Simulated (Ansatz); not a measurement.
`C#[C][Sn]([F])([F])[F]`, relaxed with RKS PBE-D4/def2-SVP in Ansatz from a rough embedded geometry. The force threshold is 0.03 eV/Å; the program also tests the step.

Total charge 0; spin multiplicity 1. Sn: def2 effective core potential.

Start:

```xyz
7

C    -0.316   -1.562    1.571
C    -0.152   -0.676    0.673
Sn    0.137    0.789   -0.828
F    -0.603    0.188   -2.410
F     2.063    1.051   -1.064
F    -0.673    2.464   -0.232
H    -0.455   -2.255    2.289
```

Task: How much energy does the relaxation release, and in how many steps? (An estimate is asked.)

Result: Computed: 9.47 kcal/mol, in 3 steps.

Task: Which bonds change most? (Best estimate.)

Result: Computed: Sn3–F4 from 1.846 to 1.934 Å; C1–H7 from 1.008 to 1.084 Å; C2–Sn3 from 2.118 to 2.060 Å; C1–C2 from 1.271 to 1.226 Å.

Task: Give the relaxed structure. (An estimate is asked.)

Result: Ansatz gave: 
```xyz
7

C    -0.313   -1.545    1.563
C    -0.151   -0.694    0.695
Sn    0.149    0.740   -0.753
F    -0.607    0.255   -2.466
F     2.023    1.089   -1.082
F    -0.639    2.445   -0.292
H    -0.463   -2.291    2.335
```
